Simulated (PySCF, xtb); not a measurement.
C2H5BF2O, SMILES CCOB(F)F.

GFN2-xTB (xtb) at its own geometry gives an orbital gap of 7.47 eV and a dipole moment of 3.37 D.

The structure is a stationary point at TPSSh-D3(BJ)/def2-SVP. Other conformers were not sampled.

Question: What does PBE/def2-TZVP (PySCF) give? (The exact figures need the calculation; the answer reports its results.)

Answer: gap 7.72 eV (levels -7.73 and -0.02 eV), dipole 2.42 D.
